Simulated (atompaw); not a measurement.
## Reading a pseudo-wave (Ho (Z = 67))

Columns: radius, all-electron u(r) and pseudo u(r) of the 6p shell (level -1.20 eV) of holmium in the configuration [Kr] 4d10 4f11 5s2 5p6 5d0 6s2 6p0; LDA (PW92), scalar-relativistic, PAW (atompaw) scheme, atompaw 4.2.0.5.

```json
{"r (bohr)": "0.115", "all-electron": "-0.0367", "pseudo": "-0.0038"}
{"r (bohr)": "0.231", "all-electron": "-0.0309", "pseudo": "-0.0149"}
{"r (bohr)": "0.346", "all-electron": "0.0760", "pseudo": "-0.0320"}
{"r (bohr)": "0.462", "all-electron": "0.0983", "pseudo": "-0.0538"}
{"r (bohr)": "0.577", "all-electron": "0.0472", "pseudo": "-0.0776"}
{"r (bohr)": "0.692", "all-electron": "-0.0278", "pseudo": "-0.1014"}
{"r (bohr)": "0.808", "all-electron": "-0.0964", "pseudo": "-0.1229"}
{"r (bohr)": "0.923", "all-electron": "-0.1450", "pseudo": "-0.1395"}
{"r (bohr)": "1.038", "all-electron": "-0.1720", "pseudo": "-0.1497"}
{"r (bohr)": "1.154", "all-electron": "-0.1797", "pseudo": "-0.1523"}
{"r (bohr)": "1.269", "all-electron": "-0.1718", "pseudo": "-0.1466"}
{"r (bohr)": "1.385", "all-electron": "-0.1521", "pseudo": "-0.1326"}
{"r (bohr)": "1.500", "all-electron": "-0.1244", "pseudo": "-0.1112"}
{"r (bohr)": "1.615", "all-electron": "-0.0913", "pseudo": "-0.0835"}
{"r (bohr)": "1.731", "all-electron": "-0.0545", "pseudo": "-0.0507"}
{"r (bohr)": "1.846", "all-electron": "-0.0164", "pseudo": "-0.0149"}
{"r (bohr)": "1.962", "all-electron": "0.0225", "pseudo": "0.0229"}
{"r (bohr)": "2.077", "all-electron": "0.0606", "pseudo": "0.0607"}
{"r (bohr)": "2.192", "all-electron": "0.0976", "pseudo": "0.0976"}
{"r (bohr)": "2.308", "all-electron": "0.1334", "pseudo": "0.1334"}
{"r (bohr)": "2.423", "all-electron": "0.1672", "pseudo": "0.1672"}
{"r (bohr)": "2.538", "all-electron": "0.1989", "pseudo": "0.1989"}
{"r (bohr)": "2.654", "all-electron": "0.2289", "pseudo": "0.2289"}
{"r (bohr)": "2.769", "all-electron": "0.2565", "pseudo": "0.2565"}
{"r (bohr)": "2.885", "all-electron": "0.2822", "pseudo": "0.2822"}
{"r (bohr)": "3.000", "all-electron": "0.3057", "pseudo": "0.3057"}
```

(1) How many radial nodes do the two functions have?

(2) At about which radius was the pseudo-wave matched?

(3) Is the pseudo-wave norm-conserving?

Results:

(1) The all-electron 6p function has n − l − 1 = 4 (the table is too coarse to show those close to the nucleus); the pseudo-wave has 1, since 1 lower shell of the same l stays in the valence.

(2) 2.25 bohr. The columns agree to 0.0005 from 1.96 bohr on; several derivatives are matched, so the curves merge somewhat inside the radius.

(3) No, it belongs to a PAW set: the norm inside the radius is not constrained, and the difference is carried by the augmentation charge.
